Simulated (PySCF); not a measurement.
CH2B2F, Cl2HOSi, BClH4NSi, CH4AlBN and others (calculated)

All values are calculated (PySCF 2.14.0). Calculation on a computer-drawn molecule: the log of a Hartree-Fock and frozen-core CCSD(T) single point meant for a local Hartree-Fock minimum, with one planted fault or none, to be diagnosed. Offsets are logged minus clean, where the clean run is the same molecule without the fault. The reference is restricted for singlets and unrestricted otherwise, and also for a bond in bohr or an excited solution. Adding or removing an electron swaps singlet and doublet. The excited solution moves the top pair (singlet) or top alpha electron (doublet) to the lowest empty orbital. Highest occupied and lowest empty are orbital energies over both spins, largest force is the largest gradient component, triples share is (T) over the correlation energy, the T1 limit is 0.02 restricted and 0.045 unrestricted, electrons count all cores, a negative frequency is imaginary (commonest isotopes), and the dipole is about the centre of nuclear charge.

Common to all runs: logged SCF converged yes; logged CC converged yes; logged SCF stable within its kind yes; possible faults no fault, one electron removed, one electron added, multiplicity raised by two, geometry at a saddle point, SCF held on an excited solution, minimal basis STO-3G, one bond length entered in bohr, all coordinates scaled.

(1) CH2B2F

Logged structure:
```xyz
6
CH2B2F
C      0.6822    -1.4387     0.1853
B     -0.3732    -0.5559     0.3636
B     -1.6037     0.4747     0.5710
F     -2.5366     1.2562     0.7285
H      1.3238    -1.7461     1.0078
H      0.9197    -1.8667    -0.7857
```

- meant charge: 1
- meant multiplicity: 1
- meant basis: cc-pVDZ
- logged electrons: 25
- logged basis functions: 66
- logged spin squared: 0.7548
- logged highest occupied: -24.826 eV
- logged lowest empty: -13.559 eV
- logged largest force: 0.066308 hartree/bohr
- logged T1 diagnostic: 0.021646
- logged D1 diagnostic: 0.056932
- logged triples share: 0.027443
- logged dipole magnitude: 5.6945 debye
- logged energy HF: -186.98995 hartree
- logged energy CCSD(T): -187.43072 hartree
- planted fault: one electron removed
- HF energy offset from clean run: 330.1 kcal/mol
- CCSD(T) energy offset from clean run: 361.5 kcal/mol

Drawn bonds:
```
atom  other atom  order
   1           2      2
   2           3      1
   3           4      1
   1           5      1
   1           6      1
```

(2) Cl2HOSi

Logged structure:
```xyz
5
Cl2HOSi
O      0.5297     2.4903    -0.3731
Si     0.7066     1.4989    -1.5593
Cl     2.0928     1.9151    -2.8532
Cl    -0.4045    -0.0897    -1.7494
H     -0.0753     2.4854     0.3643
```

- meant charge: 1
- meant multiplicity: 1
- meant basis: cc-pV(D+d)Z
- logged electrons: 56
- logged basis functions: 88
- logged spin squared: 0
- logged highest occupied: -19.035 eV
- logged lowest empty: -4.0374 eV
- logged largest force: 2.503e-05 hartree/bohr
- logged lowest frequency: 206.73 cm⁻¹
- logged T1 diagnostic: 0.013077
- logged D1 diagnostic: 0.047859
- logged triples share: 0.026142
- logged dipole magnitude: 2.444 debye
- logged energy HF: -1283.24237 hartree
- logged energy CCSD(T): -1283.82542 hartree
- planted fault: no fault
- HF energy offset from clean run: 0 kcal/mol
- CCSD(T) energy offset from clean run: 0 kcal/mol

Drawn bonds:
```
atom  other atom  order
   1           2      1
   2           3      1
   2           4      1
   1           5      1
```

(3) BClH4NSi

Logged structure:
```xyz
8
BClH4NSi
N     -0.5014    -0.2930     0.8352
Si    -0.1395     1.2378     0.2119
B      0.8122     1.5582    -1.4182
Cl     1.1234     3.2428    -1.9514
H     -1.0001    -0.4376     1.6902
H     -0.2427    -1.1496     0.3867
H     -0.6673     2.2661     1.1230
H      1.2161     0.6732    -2.1126
```

- meant charge: 0
- meant multiplicity: 2
- meant basis: cc-pV(D+d)Z
- logged electrons: 48
- logged basis functions: 94
- logged spin squared: 0
- logged highest occupied: -0.20307 eV
- logged lowest empty: 8.631 eV
- logged largest force: 0.047154 hartree/bohr
- logged T1 diagnostic: 0.012719
- logged D1 diagnostic: 0.045534
- logged triples share: 0.030483
- logged dipole magnitude: 3.141 debye
- logged energy HF: -829.90612 hartree
- logged energy CCSD(T): -830.48019 hartree
- planted fault: one electron added
- HF energy offset from clean run: 12.77 kcal/mol
- CCSD(T) energy offset from clean run: -8.129 kcal/mol

Drawn bonds:
```
atom  other atom  order
   1           2      1
   2           3      1
   3           4      1
   1           5      1
   1           6      1
   2           7      1
   3           8      1
```

(4) CH4AlBN

Logged structure:
```xyz
8
CH4AlBN
C     -1.7467    -1.4318    -0.2270
B     -1.2214    -1.0102     0.9843
Al    -0.4509    -0.3913     2.7621
N      0.1970     0.1294     4.2579
H     -1.1440    -1.9414    -0.9742
H     -2.7888    -1.2747    -0.4927
H      0.9864     1.8306     4.5844
H      0.2196    -0.4155     5.1049
```

- meant charge: 1
- meant multiplicity: 1
- meant basis: cc-pV(D+d)Z
- logged electrons: 34
- logged basis functions: 85
- logged spin squared: 0.9566
- logged highest occupied: -13.674 eV
- logged lowest empty: -4.8972 eV
- logged largest force: 0.02977 hartree/bohr
- logged T1 diagnostic: 0.083879
- logged D1 diagnostic: 0.32651
- logged triples share: 0.042595
- logged dipole magnitude: 1.445 debye
- logged energy HF: -360.82343 hartree
- logged energy CCSD(T): -361.29492 hartree
- planted fault: one bond length entered in bohr, row 6 of the drawn bonds
- HF energy offset from clean run: 93.71 kcal/mol
- CCSD(T) energy offset from clean run: 93.81 kcal/mol

Drawn bonds:
```
atom  other atom  order
   1           2      2
   2           3      1
   3           4      1
   1           5      1
   1           6      1
   4           7      1
   4           8      1
```

Notes: T1 above single-reference limit.

(5) B2H3

Logged structure:
```xyz
5
B2H3
B     -0.0584    -0.6571     0.6060
B     -0.3229     0.3559     1.8146
H      0.1372    -1.4049    -0.2895
H     -1.4236     0.4655     2.2843
H      0.5774     1.0145     2.2618
```

* meant charge: 0
* meant multiplicity: 2
* meant basis: cc-pVDZ
* logged electrons: 13
* logged basis functions: 43
* logged spin squared: 3.7633
* logged highest occupied: -8.2936 eV
* logged lowest empty: -1.7099 eV
* logged largest force: 0.063064 hartree/bohr
* logged T1 diagnostic: 0.032337
* logged D1 diagnostic: 0.12783
* logged triples share: 0.026214
* logged dipole magnitude: 0.50961 debye
* logged energy HF: -50.86456 hartree
* logged energy CCSD(T): -51.03877 hartree
* planted fault: multiplicity raised by two
* HF energy offset from clean run: 98.72 kcal/mol
* CCSD(T) energy offset from clean run: 105.5 kcal/mol

Drawn bonds:
```
atom  other atom  order
   1           2      1
   1           3      1
   2           4      1
   2           5      1
```

(6) AlBClO

Logged structure:
```xyz
4
AlBClO
O     -1.1151    -3.3208     3.5816
B     -0.2701    -2.4950     3.4637
Al     1.1752    -0.9205     3.2999
Cl     3.0401    -1.4810     2.4753
```

* meant charge: 0
* meant multiplicity: 2
* meant basis: cc-pV(D+d)Z
* logged electrons: 43
* logged basis functions: 74
* logged spin squared: 3.7779
* logged highest occupied: -7.7236 eV
* logged lowest empty: -3.6945 eV
* logged largest force: 0.042814 hartree/bohr
* logged T1 diagnostic: 0.043173
* logged D1 diagnostic: 0.23359
* logged triples share: 0.03686
* logged dipole magnitude: 1.9555 debye
* logged energy HF: -800.89732 hartree
* logged energy CCSD(T): -801.35465 hartree
* planted fault: multiplicity raised by two
* HF energy offset from clean run: 112.8 kcal/mol
* CCSD(T) energy offset from clean run: 120.1 kcal/mol

Drawn bonds:
```
atom  other atom  order
   1           2      2
   2           3      1
   3           4      1
```

(7) BH3NOSi

Logged structure:
```xyz
7
BH3NOSi
N      1.0036     1.9925    -2.0197
B      0.8097     0.9834    -1.3766
O      0.5735    -0.1452    -0.6487
Si    -0.2108    -1.1443     0.2529
H      1.1835     2.8073    -2.5494
H     -1.5633    -0.8081     0.6731
H      0.4840    -2.3679     0.6162
```

* meant charge: 1
* meant multiplicity: 1
* meant basis: cc-pV(D+d)Z
* logged electrons: 36
* logged basis functions: 80
* logged spin squared: 2.0294
* logged highest occupied: -11.371 eV
* logged lowest empty: -7.5672 eV
* logged largest force: 0.23505 hartree/bohr
* logged T1 diagnostic: 0.024575
* logged D1 diagnostic: 0.11648
* logged triples share: 0.027357
* logged dipole magnitude: 7.209 debye
* logged energy HF: -444.35731 hartree
* logged energy CCSD(T): -444.85687 hartree
* planted fault: multiplicity raised by two
* HF energy offset from clean run: 67.89 kcal/mol
* CCSD(T) energy offset from clean run: 91.69 kcal/mol

Drawn bonds:
```
atom  other atom  order
   1           2      2
   2           3      1
   3           4      1
   1           5      1
   4           6      1
   4           7      1
```

(8) B2FH4Si

Logged structure:
```xyz
8
B2FH4Si
B     -0.4391     2.3174     0.3687
Si     0.5716     0.8389     1.2162
B      2.0424    -0.2110     0.3213
F      2.3858     0.0880    -0.9300
H     -0.1839     2.6411    -0.7560
H     -1.3045     2.8967     0.9609
H      0.2680     0.4304     2.6061
H      2.6415    -1.1057     0.8517
```

* meant charge: 0
* meant multiplicity: 2
* meant basis: cc-pV(D+d)Z
* logged electrons: 36
* logged basis functions: 85
* logged spin squared: 0
* logged highest occupied: -17.171 eV
* logged lowest empty: -7.1708 eV
* logged largest force: 0.033921 hartree/bohr
* logged T1 diagnostic: 0.016018
* logged D1 diagnostic: 0.057115
* logged triples share: 0.022303
* logged dipole magnitude: 4.404 debye
* logged energy HF: -439.77028 hartree
* logged energy CCSD(T): -440.2432 hartree
* planted fault: one electron removed
* HF energy offset from clean run: 180.6 kcal/mol
* CCSD(T) energy offset from clean run: 192.4 kcal/mol

Drawn bonds:
```
atom  other atom  order
   1           2      1
   2           3      1
   3           4      1
   1           5      1
   1           6      1
   2           7      1
   3           8      1
```
